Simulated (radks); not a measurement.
Charge is removed step by step from the 5p level of neutral platinum, starting from [Xe] 4f14 5d9 6s1. Method: scalar-relativistic Kohn-Sham, PBE, spin-unpolarised, spherical densities, finite nucleus; Fermi nuclear charge, rms radius 5.427 fm; computed with a radial shooting solver on a logarithmic mesh with Libxc functionals.

removed (e) = 0: E - E(0) (eV) 0.000; eigenvalue (eV) -56.023; E minus straight line (eV) 0.000
removed (e) = 0.125: E - E(0) (eV) 7.085; eigenvalue (eV) -57.486; E minus straight line (eV) -0.684
removed (e) = 0.25: E - E(0) (eV) 14.356; eigenvalue (eV) -58.994; E minus straight line (eV) -1.183
removed (e) = 0.375: E - E(0) (eV) 21.818; eigenvalue (eV) -60.543; E minus straight line (eV) -1.490
removed (e) = 0.5: E - E(0) (eV) 29.476; eigenvalue (eV) -62.130; E minus straight line (eV) -1.602
removed (e) = 0.625: E - E(0) (eV) 37.335; eigenvalue (eV) -63.753; E minus straight line (eV) -1.513
removed (e) = 0.75: E - E(0) (eV) 45.398; eigenvalue (eV) -65.410; E minus straight line (eV) -1.219
removed (e) = 0.875: E - E(0) (eV) 53.670; eigenvalue (eV) -67.099; E minus straight line (eV) -0.716
removed (e) = 1: E - E(0) (eV) 62.156; eigenvalue (eV) -68.819; E minus straight line (eV) 0.000

Removing the whole electron costs 62.156 eV by Delta-SCF, against 56.023 eV from minus the eigenvalue at the starting occupation. Slater's transition state (half an electron removed) gives 62.130 eV. Integrating minus the eigenvalue over the occupation (Janak's theorem) gives 62.227 eV. In this scalar-relativistic scheme the density is built from large components alone, so the theorem holds only approximately. The mean slope of the eigenvalue, de/dn, is 12.8 eV per electron.
